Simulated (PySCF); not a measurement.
Compound: C4H15Al2NO2.
Bonds: C1–N2, N2–C3, N2–Al4, Al4–O5, O5–C6, O5–Al7, Al7–O8, O8–C9, Al4–O8. Hydrogens: H10, H11, H12 on C1; H13, H14, H15 on C3; H16 on Al4; H17, H18, H19 on C6; H20, H21 on Al7; H22, H23, H24 on C9.

NICS is the negative of the GIAO shielding at a point without a nucleus: at the ring centre (0) and 1 Å above and below it (1); zz is the component along the ring normal. Level: GIAO HF/pcSseg-1 (PySCF, non-relativistic, gas phase) on the PBE0-D3(BJ)/def2-SVP geometry, one conformer.

Ring bond lengths (Å): Al4–O5 1.865, O5–Al7 1.860, Al7–O8 1.859, O8–Al4 1.864.

Problem. What do the NICS probes read (ppm)?

Solution. 
```
         ring                                                        type  NICS(0)  NICS(1), two faces  NICS(1)zz, two faces  rms pucker (Å)  centre to ring atoms, mean (Å)
Al4–O5–Al7–O8  4-membered ring with 2 Al and 2 O; formal bonds all single     -8.4         -2.6 / -2.6           -1.5 / -2.4            0.01                            1.31
```

Problem. What do they say, and how far can they be read as aromaticity?

Solution. 
- Al4–O5–Al7–O8: mean NICS(1)zz -1.9 ppm, near zero. Al4, Al7 have four or more neighbours, so the value isn't read as a sign of a π ring current. NICS(0) lies 6 ppm below the mean NICS(1).

Problem. What are the shieldings of the ring atoms and their hydrogens in the same run (means over atoms taken as equivalent)?

Solution. 
| atoms | environment | σ isotropic (ppm) | principal values of the symmetric part, first atom (ppm) |
| --- | --- | --- | --- |
| Al4 | aluminium bonded to N, 2 O and H | 497.1 | 458.3, 465.9, 567.1 |
| O5 (×2) | oxygen bonded to 2 Al and C | 347.1 | 326.1, 333.7, 379.3 |
| Al7 | aluminium bonded to 2 O and 2 H | 477.8 | 425.8, 449.7, 558.0 |
| H16 | Al–H hydrogen | 28.31 | 24.9, 26.1, 33.9 |
| H20 | Al–H hydrogen | 27.93 | 24.9, 25.2, 33.7 |
| H21 | Al–H hydrogen | 27.92 | 25.0, 26.0, 32.7 |

Problem. How do the values depend on the level or the medium?

Solution. 
```json
{"level": "HF/pcSseg-1, gas", "NICS(0), Al4–O5–Al7–O8": "-8.4", "mean NICS(1)zz, Al4–O5–Al7–O8": "-1.9"}
{"level": "PBE0/pcSseg-1, gas", "NICS(0), Al4–O5–Al7–O8": "-8.8", "mean NICS(1)zz, Al4–O5–Al7–O8": "-2.0"}
{"level": "PBE0/pcSseg-1, IEF-PCM chloroform", "NICS(0), Al4–O5–Al7–O8": "-9.0", "mean NICS(1)zz, Al4–O5–Al7–O8": "-2.0"}
{"level": "PBE0/pcSseg-1, IEF-PCM tetrahydrofuran", "NICS(0), Al4–O5–Al7–O8": "-9.0", "mean NICS(1)zz, Al4–O5–Al7–O8": "-2.0"}
```

The geometry is the same throughout; the continuum's cavity takes Bondi-type radii × 1.2.

Time: 35 s; peak memory 1.1 GiB. Hardware: Arm Neoverse V2, one thread, shared host. This is the whole shielding run at HF/pcSseg-1, SCF included.

Conformer computed: `[CH3:1][N:2]([CH3:3])[AlH-:4]1[O+:5]([CH3:6])[AlH2-:7][O+:8]1[CH3:9]`: C1–N2–Al4–O5 46°.
